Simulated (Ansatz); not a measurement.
Calculated with Ansatz (gas phase, PBE0-D4/def2-TZVP geometries, no zero-point term in ΔE). CCSD(T)/CBS adds triple-zeta CCSD(T) − MP2 to the extrapolated MP2 energy (def2 sets, frozen cores). This one scheme is used for every species. Functionals use def2-TZVPP. def2 core potentials past Kr. For In outer-core shells are correlated without core-valence functions, which leaves a few kJ/mol of doubt a bond.

Reaction (hydrogenolysis of the In–C bond): `C=[CH][InH2]` + H₂ → `[InH3]` + `C=C`

`C=[CH][InH2]`:

Cartesian coordinates in Å:
```
C 1.208 0.317 0.771
C 0.481 -0.572 0.094
In -1.388 -0.028 -0.783
H 0.886 1.347 0.905
H 2.164 0.063 1.227
H 0.875 -1.583 0.005
H -2.348 -1.158 -1.661
H -1.877 1.614 -0.557
```

H₂:

```xyz
2

H    -0.168   -0.054    0.329
H     0.168    0.054   -0.329
```

`[InH3]`:

Cartesian coordinates in Å:
```
In 0.000 0.000 0.000
H 0.696 0.312 -1.546
H -1.689 -0.315 0.137
H 0.994 0.003 1.409
```

`C=C`:

Z-matrix (Å, degrees):
```
C
C 1 1.323
H 1 1.085 2 121.7
H 1 1.085 2 121.7 3 -180.0
H 2 1.085 1 121.7 3 -0.0
H 2 1.085 1 121.7 3 -180.0
```

| level | ΔE (kcal/mol) |
| --- | --- |
| revPBE-D4 | -6.9 |
| ωB97M-V | -8.8 |
| MP2/def2-QZVPP | -4.5 |
| HF/CBS(def2) | -14.3 |

Q: What does CCSD(T)/CBS give? (Best estimate.)

A: Computed: -6.7 kcal/mol. The listed levels differ from it by -0.2, -2.1, 2.2, -7.6 kcal/mol.

Largest T1 diagnostic among the species: 0.014.

Leaving LDA and LC-ωPBE aside and taking each functional with its dispersion term where it has one, the values, not all of them listed here, spread over 4.7 kcal/mol, from B97M-V to revPBE-D4. From PBE to PBE0 (25 % exact exchange), in def2-TZVPP and without D4, ΔE moves by −1.2 kcal/mol.
